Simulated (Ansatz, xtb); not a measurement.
# AlBF3P: where a starting geometry ends

The starting geometry of this gas-phase singlet was built from a drawn formula by distance geometry; its bonds are those of `FB=[P](F)(F)[Al]`.

```tsv
atom	x (Å)	y (Å)	z (Å)
Al	-2.3215	-3.9609	3.1605
B	-1.6201	-2.2844	0.6391
F	-2.0676	-1.3366	-0.1944
F	0.4623	-3.5136	1.6192
F	-1.4683	-4.9015	0.2884
P	-1.1268	-3.6058	1.2414
```

Predict what it relaxes into with r2SCAN-D4/def2-SVP.

New bonds form, giving a structure with F4 bridging Al1 and P6, given below by its coordinates. Distances that change by over a tenth: Al1–P6 (2.29 → 2.74 Å), B2–P6 (1.53 → 1.89 Å), F4–P6 (1.64 → 1.82 Å). Contacts that close: Al1–B2 (3.11 → 2.13 Å), Al1–F4 (3.21 → 1.91 Å).

The energy falls by 3.57 eV over 24 steps:

```tsv
step	E − E(last) (eV)
1	3.574
4	1.155
6	0.596
9	0.260
11	0.123
14	0.056
16	0.027
19	0.002
21	0.000
24	0.000
```

Final geometry (Å):

```xyz
6

Al   -1.0205   -2.7136    2.8078
B    -2.0388   -2.3082    0.9859
F    -2.3533   -1.2712    0.2348
F    -1.1641   -4.5171    2.1851
F    -0.0633   -4.7476    0.0750
P    -1.5020   -4.0450    0.4654
```

From the same start GFN2-xTB ends elsewhere, differing in Al1–F4 (4.07 against 1.91 Å here), Al1–P6 (2.71 against 2.74 Å here).

The end wasn't checked by frequencies. Run with Ansatz 0.2.0, 62 s on 1 thread of Intel(R) Xeon(R) Platinum 8488C (Sapphire Rapids), with other jobs on the host.
